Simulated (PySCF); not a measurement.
CH₆GeO₃.

```xyz
11

C      0.0000     0.0000    -1.9484
Ge     0.0000     0.0000    -0.0177
O     -0.8514    -1.4221     0.6393
O     -0.8059     1.4484     0.6393
O      1.6573    -0.0263     0.6393
H     -0.9900    -0.3039    -2.3170
H      0.2318     1.0093    -2.3170
H      0.7581    -0.7054    -2.3170
H     -0.3013    -1.8823     1.2881
H     -1.4794     1.2021     1.2881
H      1.7807     0.6802     1.2881
```

Coordinates come from a B3LYP-D3(BJ)/def2-SVP optimisation. One conformer was computed; it need not be the lowest.

Calculation: PySCF with B3LYP/pcSseg-1. Non-relativistic, no solvent.

Computed absolute GIAO shielding of each atom: isotropic value and principal components (ppm):
```json
[
 {"atom": "C1", "σ(iso)": "179.9", "σ11": "174.8", "σ22": "174.8", "σ33": "190.2", "span": "15.5"},
 {"atom": "Ge2", "σ(iso)": "1231.3", "σ11": "1179.6", "σ22": "1179.6", "σ33": "1334.7", "span": "155.1"},
 {"atom": "O3", "σ(iso)": "267.3", "σ11": "229.3", "σ22": "260.2", "σ33": "312.3", "span": "83.0"},
 {"atom": "O4", "σ(iso)": "267.3", "σ11": "229.3", "σ22": "260.2", "σ33": "312.3", "span": "83.0"},
 {"atom": "O5", "σ(iso)": "267.3", "σ11": "229.3", "σ22": "260.2", "σ33": "312.3", "span": "82.9"},
 {"atom": "H6", "σ(iso)": "30.7", "σ11": "25.8", "σ22": "28.1", "σ33": "38.3", "span": "12.5"},
 {"atom": "H7", "σ(iso)": "30.7", "σ11": "25.8", "σ22": "28.1", "σ33": "38.3", "span": "12.5"},
 {"atom": "H8", "σ(iso)": "30.7", "σ11": "25.8", "σ22": "28.1", "σ33": "38.3", "span": "12.5"},
 {"atom": "H9", "σ(iso)": "30.2", "σ11": "22.1", "σ22": "25.1", "σ33": "43.3", "span": "21.2"},
 {"atom": "H10", "σ(iso)": "30.2", "σ11": "22.1", "σ22": "25.1", "σ33": "43.3", "span": "21.2"},
 {"atom": "H11", "σ(iso)": "30.2", "σ11": "22.1", "σ22": "25.1", "σ33": "43.3", "span": "21.2"}
]
```
